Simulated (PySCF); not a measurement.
SnHMe2(tBu), C₆H₁₆Sn.
Geometry (PBE0-D3(BJ)/def2-SVP, Å), atoms numbered from 1 in this order:
```
atom  x, y, z in Å
Sn1    0.5387    0.9135    0.7166
H2     0.5900    0.8869    2.4436
C3     2.5500    0.9234   -0.0632
H4     2.5257    0.9453   -1.1626
H5     3.0910    0.0224    0.2597
H6     3.0965    1.8086    0.2926
C7    -0.4969    2.6826    0.0460
H8    -1.5318    2.6901    0.4170
H9    -0.5157    2.7106   -1.0528
H10    0.0127    3.5857    0.4114
C11   -0.5077   -0.8744    0.0028
C12   -0.6711   -0.7654   -1.5108
C13   -1.8746   -0.9484    0.6768
C14    0.3230   -2.1042    0.3565
H15   -1.1856   -1.6607   -1.9091
H16   -1.2733    0.1110   -1.8006
H17    0.2991   -0.6929   -2.0295
H18   -2.4976   -0.0687    0.4470
H19   -1.7909   -1.0232    1.7732
H20   -2.4305   -1.8398    0.3285
H21    0.4696   -2.2064    1.4439
H22    1.3185   -2.0817   -0.1158
H23   -0.1819   -3.0248    0.0070
```

The calculation used TDDFT CAM-B3LYP/def2-SVPD, vertical, gas phase, core orbitals frozen in the response, def2 core potentials past Kr in PySCF 2.14.0, density-fitted response routines. Spin–orbit coupling is left out.

Transition dipole moments from the ground state, in atomic units and in the frame of the coordinates above (overall signs are arbitrary), for the states with f of 0.002 or more among the lowest 7:

```tsv
state	E (eV)	μx	μy	μz
S1	6.593	0.030	0.060	-0.220
S2	6.900	0.332	-0.236	-0.025
S3	7.054	0.232	0.309	-0.045
S4	7.328	0.607	-0.330	0.000
S5	7.400	-0.740	-1.262	-0.610
S6	7.652	-0.404	-0.722	0.033
S7	7.805	-0.333	-0.581	-0.191
```

**Question.** Work out the oscillator strengths.

**Answer.** f = (2/3) ΔE |μ|² with ΔE in hartree (27.2114 eV).

```tsv
state	|μ|² (au)	|μ| (D)	f
S1	0.053	0.59	0.009
S2	0.166	1.04	0.028
S3	0.152	0.99	0.026
S4	0.478	1.76	0.086
S5	2.512	4.03	0.455
S6	0.685	2.10	0.128
S7	0.485	1.77	0.093
```

**Question.** Which bond between heavy atoms lies closest to the direction of the S5 transition dipole?

**Answer.** Sn1–C11, at 4° from it; next C11–C12 at 68°.

**Question.** What angle do the transition dipoles of S4 and S5 make?

**Answer.** |cos θ| = |μa·μb| / (|μa| |μb|) = 0.03, so θ ≈ 88° (taken between 0 and 90°, since the signs are arbitrary).

**Question.** What peak molar absorption coefficient would the strongest computed level give as a lone Gaussian band 0.3 eV wide at half height?

**Answer.** ε(max) = 2.175×10⁸ f / FWHM, with the width in cm⁻¹. S5: 2.175×10⁸ × 0.4554 / 2420 ≈ 41000 L mol⁻¹ cm⁻¹.

The run took 4.9 min (grids of density and orbitals included) on an Intel Xeon at 2.50 GHz with one thread, no GPU, on a shared host, and the process peaked at 1.7 GiB of memory.
